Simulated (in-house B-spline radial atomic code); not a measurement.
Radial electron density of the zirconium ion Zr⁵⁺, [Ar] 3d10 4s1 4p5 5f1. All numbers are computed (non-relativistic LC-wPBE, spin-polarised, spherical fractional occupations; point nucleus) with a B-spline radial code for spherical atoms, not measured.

Caution: exact exchange at fractional occupations of open shells leaves self-interaction of up to several eV.

Columns: r (bohr), 4πr²n(r) (electrons per bohr), bar.

```
 0.00188      1.7 #
 0.00234    2.538 ##
 0.00292    3.773 ###
 0.00364    5.536 ####
 0.00454    8.014 ######
 0.00567    11.42 ########
 0.00707    15.88 ############
 0.00881    21.47 ################
   0.011    28.12 ####################
  0.0137    35.24 ##########################
  0.0171    42.05 ###############################
  0.0213    47.16 ##################################
  0.0266     49.4 ####################################
  0.0331    48.21 ###################################
  0.0413    44.73 ################################
  0.0515    41.96 ##############################
  0.0642    43.38 ###############################
  0.0801    50.08 ####################################
  0.0998    58.15 ##########################################
   0.124    60.59 ############################################
   0.155    53.51 #######################################
   0.194    42.05 ###############################
   0.241    37.17 ###########################
   0.301    41.46 ##############################
   0.375     45.3 #################################
   0.468    38.59 ############################
   0.583     24.2 ##################
   0.728    12.52 #########
   0.907    8.282 ######
    1.13    7.259 #####
    1.41    5.143 ####
    1.76    2.316 ##
    2.19   0.6097 
    2.74  0.08186 
    3.41   0.1221 
    4.25   0.2697 
     5.3   0.2579 
    6.61   0.1082 
    8.24  0.01901 
    10.3 0.001218 
    12.8 2.839e-05 
      16 8.783e-08
```

On this grid the curve has 4 maxima, near 0.0266, 0.124, 0.375, 4.25 bohr.

The 5f up radial function P(r) = rR(r), positive near the nucleus:

```csv
r (bohr),P
0.0801,0.0008092
0.124,0.003303
0.194,0.01214
0.301,0.03711
0.468,0.09571
0.728,0.206
1.13,0.3459
1.76,0.3321
2.74,-0.06738
4.25,-0.5192
6.61,-0.329
10.3,-0.0349
```
